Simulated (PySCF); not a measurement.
Which determinant of BeCl lies lowest?

Unrestricted PBE0; Be cc-pVTZ, Cl cc-pV(T+d)Z; no relativity (PySCF 2.14). Outer shells of the fragments: Be 2s2; Cl 3s2 3p5.

Followed along the bond (rough minima from three points):

| 2Ms+1 | unpaired | ⟨S²⟩ at the start | R at minimum (Å) | Te (eV) |
| --- | --- | --- | --- | --- |
| 2 | σ ↑ | 0.75 | 1.81 | 0.00 |
| 4 | σ ↑, π ↑↑ | 3.75 | none in the scan | ≤ 6.34 |

Solutions found at the starting distance of 1.930 Å, counted from the lowest of them; the search is not exhaustive and high or unbound solutions are not listed, so other states can lie among these:

| 2Ms+1 | unpaired | term | E (eV) | ⟨S²⟩ | ⟨Lz²⟩ | μ (D) |
| --- | --- | --- | --- | --- | --- | --- |
| 2 | σ ↑ | ²Σ⁺ | 0.00 | 0.75 | 0.00 | -1.43 |
| 2 | π ↑ | ²Π | 3.21 | 0.76 | 1.00 | -3.60 |
| 2 | π ↑ | ²Π | 5.57 | 0.76 | 1.01 | 5.17 |
| 4 | σ ↑, π ↑↑ | mixed | 6.39 | 3.75 | 2.01 | 3.70 |
| 4 | σ ↑, π ↑↑ | mixed | 6.62 | 3.75 | 2.01 | 3.80 |
| 4 | σ ↑↑, π ↑ | ⁴Π | 7.88 | 3.76 | 1.00 | 3.46 |
| 4 | σ ↑↑, π ↑ | ⁴Π | 8.93 | 3.75 | 1.01 | 1.08 |
| 4 | π ↑↑↑ | ⁴Π | 9.26 | 3.76 | 1.01 | 1.90 |

A term symbol is given only where ⟨S²⟩ and ⟨Lz²⟩ are close to those of a pure state; real π, δ and φ orbitals otherwise mix terms. A positive dipole means Be(−)Cl(+).

Counting both spins, an empty level lies below a filled one in some of these solutions, because spin and occupation are held.
